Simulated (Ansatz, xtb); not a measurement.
## A geometry optimisation of C3H9AlO2 with r2SCAN-D4/def2-SVP

The starting geometry of this gas-phase singlet was built from a drawn formula by distance geometry and a force field; its bonds are those of `CO[CH2][AlH][CH2]O`.

```xyz
15

C     1.1961   -1.0762   -1.7084
C    -0.7959    0.0317   -1.7982
C    -1.9328    1.3262    1.2424
Al   -2.1779    1.0256   -0.7425
O     0.2474   -0.3451   -0.9386
O    -0.7248    0.7598    1.6639
H     0.8075   -1.9884   -2.1380
H     1.6630   -0.3881   -2.4734
H     2.0546   -1.3824   -1.0307
H    -1.3138   -0.8241   -2.2341
H    -0.4198    0.7456   -2.6259
H    -3.4723    1.5540   -1.4982
H    -2.7726    0.9174    1.7792
H    -1.8824    2.3772    1.4345
H    -0.8684   -0.2158    1.7353
```

**Question.** Predict what becomes of its bonds when it is optimised with r2SCAN-D4/def2-SVP.

**Answer.** A new bond forms, giving a structure given below by its coordinates. Contacts that close: Al4–O6 (2.82 → 1.97 Å).

The energy falls by 1.06 eV over 23 steps:

```json
{"step": "1", "E − E(last) (eV)": "1.059"}
{"step": "3", "E − E(last) (eV)": "0.645"}
{"step": "6", "E − E(last) (eV)": "0.534"}
{"step": "8", "E − E(last) (eV)": "0.485"}
{"step": "11", "E − E(last) (eV)": "0.435"}
{"step": "13", "E − E(last) (eV)": "0.379"}
{"step": "16", "E − E(last) (eV)": "0.078"}
{"step": "18", "E − E(last) (eV)": "0.020"}
{"step": "21", "E − E(last) (eV)": "0.000"}
{"step": "23", "E − E(last) (eV)": "0.000"}
```

Final geometry (Å):

```json
{"atom": "C", "x (Å)": "1.0450", "y (Å)": "-1.1561", "z (Å)": "-1.2982"}
{"atom": "C", "x (Å)": "-0.9350", "y (Å)": "0.1015", "z (Å)": "-1.7749"}
{"atom": "C", "x (Å)": "-2.1154", "y (Å)": "0.7727", "z (Å)": "1.1252"}
{"atom": "Al", "x (Å)": "-2.1445", "y (Å)": "1.3190", "z (Å)": "-0.7391"}
{"atom": "O", "x (Å)": "0.0438", "y (Å)": "-0.3043", "z (Å)": "-0.7975"}
{"atom": "O", "x (Å)": "-0.8805", "y (Å)": "1.5820", "z (Å)": "0.7437"}
{"atom": "H", "x (Å)": "0.6099", "y (Å)": "-2.0977", "z (Å)": "-1.6863"}
{"atom": "H", "x (Å)": "1.6146", "y (Å)": "-0.6737", "z (Å)": "-2.1173"}
{"atom": "H", "x (Å)": "1.7337", "y (Å)": "-1.3939", "z (Å)": "-0.4733"}
{"atom": "H", "x (Å)": "-1.4245", "y (Å)": "-0.8009", "z (Å)": "-2.1986"}
{"atom": "H", "x (Å)": "-0.4202", "y (Å)": "0.5952", "z (Å)": "-2.6279"}
{"atom": "H", "x (Å)": "-2.9185", "y (Å)": "2.5578", "z (Å)": "-1.3557"}
{"atom": "H", "x (Å)": "-1.7976", "y (Å)": "-0.2237", "z (Å)": "1.4626"}
{"atom": "H", "x (Å)": "-2.6038", "y (Å)": "1.3198", "z (Å)": "1.9419"}
{"atom": "H", "x (Å)": "-0.1989", "y (Å)": "0.9199", "z (Å)": "0.4628"}
```

From the same start GFN2-xTB ends elsewhere, differing in Al4–O5 (1.88 against 2.73 Å here).

No frequencies were run, so the end isn't proven a minimum. Run with Ansatz 0.2.0, 2.6 min on 2 threads of AMD EPYC (Zen 3), with other jobs on the host.
